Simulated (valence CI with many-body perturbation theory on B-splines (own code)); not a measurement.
## Level structure of Bi⁴⁴⁺

Level of theory: configuration interaction combined with many-body perturbation theory (CI+MBPT): three valence electrons over a frozen Dirac-Fock core [Kr], a basis of 7 s, 7 p, 8 d, 6 f, 4 g, 1 h functions for each j, with the one-electron correlation potential Σ1 (screened to all orders), the two-electron term Σ2, the three-electron term Σ3, Breit, model QED; selected single and double excitations, second order for the rest, scaled by the run's own slope (own B-spline code, finite nucleus).

The last digits are not significant, and no measured levels were compared; by estimate large intervals hold to a few tenths of a per cent, small ones and those within an open d or f shell to about a per cent. Only levels of the ground parity were solved; by the run's estimate the other parity begins above the list, which can be wrong where configurations are misplaced.

Levels 1 to 19 of 19, with energies above the lowest level, (4d3/2^3) J=3/2. "Leading %" is the weight of the configuration and term that name the level; weights of strongly mixed levels are sums over their largest components and can fall short, so below about 35 % the name and the second component can differ from the true leading terms, or belong to a minority configuration. In the jj column 3d3/2^4 stands for four electrons in 3d with j = 3/2. Lifetimes count E1, E2, E3, M1 and M2 decay at the calculated energies, and are blank where another channel may lead or the interval is too uncertain; long ones can be off by a factor of two.

```tsv
No.	Configuration	Term	J	E (cm⁻¹)	Leading %	Lifetime	Second component	g	Leading jj
1	4d³	⁴F	3/2	0	44		40 % 4d³ ²D	0.727	4d3/2^3 (99 %)
2	4d³	⁴F	5/2	244020	81	2.94 μs	16 % 4d³ ²D	1.057	4d3/2^2 4d5/2 (99 %)
3	4d³	⁴P	3/2	265320	38	3.71 μs	32 % 4d³ ⁴F	1.175	4d3/2^2 4d5/2 (99 %)
4	4d³	²G	7/2	282930	50	1.15 ms	31 % 4d³ ⁴F	1.041	4d3/2^2 4d5/2 (98 %)
5	4d³	²H	9/2	283780	47		41 % 4d³ ²G	1.036	4d3/2^2 4d5/2 (99 %)
6	4d³	⁴P	1/2	285450	58	9.85 μs	42 % 4d³ ²P	1.815	4d3/2^2 4d5/2 (100 %)
7	4d³	²D	5/2	368980	45	29.3 μs	31 % 4d³ ⁴P	1.239	4d3/2^2 4d5/2 (96 %)
8	4d³	⁴F	7/2	521450	67	1.63 μs	30 % 4d³ ²G	1.125	4d3/2 4d5/2^2 (99 %)
9	4d³	⁴F	9/2	540090	50	2.79 μs	41 % 4d³ ²H	1.135	4d3/2 4d5/2^2 (98 %)
10	4d³	⁴P	3/2	555540	40	1.40 μs	37 % 4d³ ²D	1.113	4d3/2 4d5/2^2 (100 %)
11	4d³	²P	1/2	566690	57	2.14 μs	42 % 4d³ ⁴P	1.511	4d3/2 4d5/2^2 (100 %)
12	4d³	⁴P	5/2	570280	42	2.62 μs	35 % 4d³ ²D	1.303	4d3/2 4d5/2^2 (96 %)
13	4d³	²H	11/2	575740	100	6.98 μs		1.085	4d3/2 4d5/2^2 (100 %)
14	4d³	²D	5/2	603860	44	4.36 μs	42 % 4d³ ²F	1.090	4d3/2 4d5/2^2 (98 %)
15	4d³	²F	7/2	606320	78	5.44 μs	20 % 4d³ ²G	1.087	4d3/2 4d5/2^2 (99 %)
16	4d³	²D	3/2	678180	80	2.77 μs	15 % 4d³ ²P	0.879	4d3/2 4d5/2^2 (97 %)
17	4d³	²G	9/2	816480	49	1.39 μs	38 % 4d³ ⁴F	1.166	4d5/2^3 (99 %)
18	4d³	²P	3/2	864090	42	1.32 μs	42 % 4d³ ²D	1.144	4d5/2^3 (97 %)
19	4d³	²D	5/2	902130	59	1.10 μs	22 % 4d³ ²F	1.169	4d5/2^3 (97 %)
```

The ionisation energy to 4d² ³F2 of the next ion comes out as 2254.7 eV (NIST: 2253 ± 4 eV (theoretical)). All 19 levels together are meant to be complete up to 938210 cm⁻¹.
